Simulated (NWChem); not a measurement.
System: C2H4FNSi; SMILES F[C@@H]1N=C[SiH2]1

```xyz
9

F      0.4769    -1.8547    -0.2606
C      0.0374    -0.7691     0.4665
N     -1.3054    -0.3225     0.0143
C     -1.1331     0.9369    -0.2260
Si     0.7392     0.9791     0.0180
H     -0.0153    -1.0687     1.5194
H     -1.9755     1.5697    -0.5098
H      1.3730     1.8727     1.0319
H      1.5362     1.0278    -1.2353
```
Atoms are numbered in this order, from 1.

Level: B3LYP/6-31G* (spherical d) (NWChem), optimised geometry, unscaled harmonic frequencies. 

Q: List the harmonic frequencies with IR intensities, and the thermochemistry.

A: 
| frequency (cm⁻¹) | IR intensity (km/mol) |
|---|---|
| 168 | 3.8 |
| 272 | 4.5 |
| 417 | 16.0 |
| 543 | 11.3 |
| 557 | 2.0 |
| 623 | 7.7 |
| 676 | 28.3 |
| 784 | 71.7 |
| 820 | 25.2 |
| 907 | 42.0 |
| 960 | 93.6 |
| 989 | 46.9 |
| 1124 | 126.8 |
| 1214 | 8.8 |
| 1300 | 19.5 |
| 1370 | 33.3 |
| 1598 | 12.1 |
| 2219 | 165.4 |
| 2261 | 122.8 |
| 3077 | 30.2 |
| 3157 | 29.6 |

The zero-point energy is 35.8 kcal/mol and the thermal correction to the enthalpy at 298.15 K (with zero-point energy) comes out as 39.6 kcal/mol. The heat capacity Cv comes out as 18.5 cal/(mol K) and the entropy at 298.15 K and 1 atm (symmetry number 1) is 73.0 cal/(mol K). The dipole moment is 2.69 D.

Rigid rotor and harmonic oscillator.
